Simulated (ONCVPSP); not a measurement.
## Plane-wave convergence, ONCV potential for O

```
Element                 : O
Generator               : ONCVPSP 4.0.1
Type                    : optimised norm-conserving Vanderbilt (ONCV)
Functional              : PBEsol
Relativity              : scalar-relativistic
Frozen core             : [He]
Valence charge          : 6
Reference configuration : 2s2 2p4
Partial waves           : 2s: rc 0.60 bohr, ncon 3, nbas 7, qcut 13.5 1/bohr, 2 projectors, debl 1.2 Ha; 2p: rc 1.35 bohr, ncon 4, nbas 7, qcut 12.2 1/bohr, 3 projectors, debl 2.7 Ha; d scattering state at 0.02 Ha: rc 1.05 bohr, ncon 4, nbas 7, qcut 9.9 1/bohr, 2 projectors, debl 1.3 Ha
Local potential         : polynomial inside 0.60 bohr (lpopt 5, dvloc0 0 Ha)
Core correction         : Teter function, fcfact 6, rcfact 1.15
```

For each optimised wave give the share of its norm inside rc, the residual kinetic energy above qcut (Ha) and the cutoffs (Ha) for errors of 10, 1, 0.1 and 0.01 mHa per electron.

```csv
wave,norm inside rc,residual KE,10 mHa,1 mHa,0.1 mHa,0.01 mHa
2s,0.113,2.5e-04,27.1,56.8,271.1,580.5
s projector 2,0.019,5.7e-05,19.9,37.5,55.0,528.1
2p,0.638,6.1e-09,30.8,41.4,50.3,57.5
p projector 2,0.096,4.5e-08,31.3,43.2,53.1,61.1
p projector 3,0.106,5.0e-07,36.3,48.5,58.5,66.4
d projector 1,0.000,4.8e-04,0.0,0.1,not reached,not reached
d projector 2,0.021,5.9e-04,7.6,22.2,123.8,206.6
```

The occupied waves need 57 Ha and 271 Ha for 1 and 0.1 mHa. Rows with under 1 % of the norm inside rc give no meaningful cutoff. Note: ghosts flagged at negative energy: s at -385.9 eV; GHOST(+) flagged for d at 96.4 eV. A true bound ghost makes a file unfit for plane-wave use. Its largest configuration-test error is +327 meV.
